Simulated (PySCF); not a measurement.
How methods differ on the excitation energy of S

S [Ne] 3s2 3p4 (3P) → S [Ne] 3s2 3p3 4s1 (5S), as a difference of total energies. All numbers are calculated (PySCF 2.14, the non-relativistic Hamiltonian (point nucleus), in dyall-acv3z (19s12p6d4f, 113 functions)). Correlated levels: valence: [Ne] frozen; virtual orbitals above 40 to 60 times the deepest correlated orbital energy dropped. The calculations carry no spin-orbit coupling.

```csv
method,excitation energy (eV)
UHF,5.936
MP2 (valence),6.397
SCS-MP2 (valence),6.597
CCSD (valence),6.510
CCSD(T) (valence),6.520
```

Task: How much does correlation contribute at CCSD(T) (valence)?

Result: 6.520 − (5.936) = 0.584 eV, measured against UHF.

Errors of the correlated levels include the incompleteness of this basis and the frozen core.

For comparison: 6.500 eV (measured; NIST levels, between the centres of gravity of the two terms).
